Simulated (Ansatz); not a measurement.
Complex (SMILES): F (HF) with [H][H] (H2), atoms 1 to 2 the first; geometry from B3LYP-D3(BJ)/def2-TZVP, monomers rigid:
```xyz
4

F     -0.0503     0.0090    -0.4113
H     -0.1533    -0.6305     0.2513
H     -0.6250    -2.1461     1.4219
H     -0.1185    -1.7955     1.8432
```

Energies in hartree at MP2 with Ansatz (a program for electronic structure); the counterpoise-corrected interaction energy is their sum with the coefficients shown, times 627.509 kcal/mol a hartree. All functions are spherical. Cores are frozen. No added dispersion term, no relativity.

| species | coefficient | part | aug-cc-pVDZ | aug-cc-pVTZ | aug-cc-pVQZ |
|---|---|---|---|---|---|
| the complex | +1 | Hartree-Fock | -101.16262 | -101.19398 | -101.20185 |
| the complex | +1 | correlation | -0.25132 | -0.31366 | -0.33628 |
| F (HF), first monomer among the partner's ghost functions | -1 | Hartree-Fock | -100.03310 | -100.06060 | -100.06803 |
| F (HF), first monomer among the partner's ghost functions | -1 | correlation | -0.22308 | -0.28050 | -0.30181 |
| [H][H] (H2), second monomer among the partner's ghost functions | -1 | Hartree-Fock | -1.12901 | -1.13297 | -1.13340 |
| [H][H] (H2), second monomer among the partner's ghost functions | -1 | correlation | -0.02749 | -0.03206 | -0.03329 |

Question: Predict the counterpoise-corrected interaction energy in aug-cc-pV5Z (X = 5): let each Hartree-Fock step shrink by the ratio of the last two, and fit each correlation energy at X = 3 and 4 to E + A/X^3. Compare with the run.

Answer: 
- the complex: steps -0.03136 and -0.00787, ratio 0.251, so Hartree-Fock -101.20383 (run: -101.20397); A = (-0.31366 - (-0.33628))/(1/27 - 1/64) = 1.0564, correlation -0.33628 - A/64 + A/125 = -0.34434 (run: -0.34554).
- F (HF), first monomer among the partner's ghost functions: steps -0.02750 and -0.00743, ratio 0.270, so Hartree-Fock -100.07004 (run: -100.07002); A = (-0.28050 - (-0.30181))/(1/27 - 1/64) = 0.9952, correlation -0.30181 - A/64 + A/125 = -0.30940 (run: -0.31057).
- [H][H] (H2), second monomer among the partner's ghost functions: steps -0.00396 and -0.00043, ratio 0.109, so Hartree-Fock -1.13345 (run: -1.13354); A = (-0.03206 - (-0.03329))/(1/27 - 1/64) = 0.0574, correlation -0.03329 - A/64 + A/125 = -0.03373 (run: -0.03377).
Predicted -0.97 kcal/mol; the run in aug-cc-pV5Z gives -1.01, a miss of 0.04. Keeping the value in aug-cc-pVQZ, -1.00, would miss by 0.01. All sums are of the energies as printed.
